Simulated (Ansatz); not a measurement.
Ansatz results at the PBE0-D4/def2-TZVP geometry: size of the dipole moment (B3LYP/def2-TZVPP) 2.04 D; HOMO–LUMO gap (B3LYP/def2-TZVPP) 6.58 eV; HOMO energy (PBE/def2-TZVPP) -6.09 eV.

Each molecule was computed in one conformer, which needn't be the lowest.

Task: Which molecule gave them?
A. `[F][Al]1[SiH2]NC[S]1`
B. `C/C(Br)=[CH]\[AlH2]`
C. `[NH2][GaH][O][SiH2]O`
D. `FC1C=C[SiH2]1`

Result: C. The others give `FC1C=C[SiH2]1`: 1.87, 6.80, -6.60; `C/C(Br)=[CH]\[AlH2]`: 1.12, 5.08, -6.35; `[F][Al]1[SiH2]NC[S]1`: 2.37, 5.11, -5.70.

B3LYP here is the variant with VWN-RPA as its local correlation; programs differ in this.
